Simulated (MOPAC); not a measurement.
MOPAC input (MNDO):

```
MNDO 1SCF CHARGE=-1 GEO-OK AUX(PRECISION=9) THREADS=1
HO3Si

Si    0.15049000 1    0.05647700 1    0.00054300 1
O    -0.12839500 1    1.58068100 1   -0.01961900 1
O     1.40525300 1   -0.83930400 1    0.02113900 1
O    -1.29020100 1   -0.81922500 1   -0.00071100 1
H    -2.00010700 1   -0.16789500 1   -0.01406400 1
```

From the output:

```
                                                       MOPAC v23.2.5 Linux

          FINAL HEAT OF FORMATION =       -157.71697 KCAL/MOL =    -659.88779 KJ/MOL

          COSMO AREA              =         93.60 SQUARE ANGSTROMS
          COSMO VOLUME            =         79.94 CUBIC ANGSTROMS

          IONIZATION POTENTIAL    =          3.927274 EV
          HOMO LUMO ENERGIES (EV) =         -3.927  7.121
          NO. OF FILLED LEVELS    =         12
          MOLECULAR WEIGHT        =         77.0916         POINT GROUP:  Cs

          MOLECULAR DIMENSIONS (Angstroms)

            Atom       Atom       Distance
            H     5    O     3     3.47110
            O     4    O     2     2.57944
            O     3   Si     1     0.00000

          SCF CALCULATIONS        =          1

   ATOM   CHEMICAL          X               Y               Z
  NUMBER   SYMBOL      (ANGSTROMS)     (ANGSTROMS)     (ANGSTROMS)

     1      Si          0.15049000  *   0.05647700  *   0.00054300  *
     2       O         -0.12839500  *   1.58068100  *  -0.01961900  *
     3       O          1.40525300  *  -0.83930400  *   0.02113900  *
     4       O         -1.29020100  *  -0.81922500  *  -0.00071100  *
     5       H         -2.00010700  *  -0.16789500  *  -0.01406400  *

                             CARTESIAN COORDINATES

   1   Si        0.150490000     0.056477000     0.000543000
   2    O       -0.128395000     1.580681000    -0.019619000
   3    O        1.405253000    -0.839304000     0.021139000
   4    O       -1.290201000    -0.819225000    -0.000711000
   5    H       -2.000107000    -0.167895000    -0.014064000

           Empirical Formula: H O3 Si  =     5 atoms

      MOLECULAR POINT GROUP   :   Cs

                  EIGENVALUES
 -34.79728 -29.97435 -29.28853 -12.73350  -9.10453  -7.82794  -7.26689  -6.79160
  -5.66994  -4.59407  -4.31984  -3.92727   7.12099   7.97844  10.28264  10.62394
  12.56590

              NET ATOMIC CHARGES AND DIPOLE CONTRIBUTIONS

  ATOM NO.   TYPE          CHARGE      No. of ELECS.   s-Pop       p-Pop
    1         Si           1.285134        2.7149     0.94243     1.77244
    2          O          -0.932339        6.9323     1.90402     5.02832
    3          O          -0.896498        6.8965     1.90199     4.99450
    4          O          -0.602804        6.6028     1.83010     4.77270
    5          H           0.146506        0.8535     0.85349
 DIPOLE           X         Y         Z       TOTAL
 POINT-CHG.    -2.095    -0.851    -0.007     2.261
 HYBRID        -0.782     0.283    -0.010     0.832
 SUM           -2.877    -0.569    -0.016     2.933

          ATOMIC ORBITAL ELECTRON POPULATIONS

     Atom    s        px        py        pz
    1 Si   0.94243   0.60833   0.64051   0.52360
    2  O   1.90402   1.90271   1.35486   1.77075
    3  O   1.90199   1.52439   1.71965   1.75047
    4  O   1.83010   1.29699   1.52078   1.95493
    5  H   0.85349

 **********************
 *                    *
 * JOB ENDED NORMALLY *
 *                    *
 **********************

 == MOPAC DONE ==
```

The dipole moment of an ion depends on the origin.

The geometry given is a B3LYP-D3(BJ)/def2-TZVP minimum.
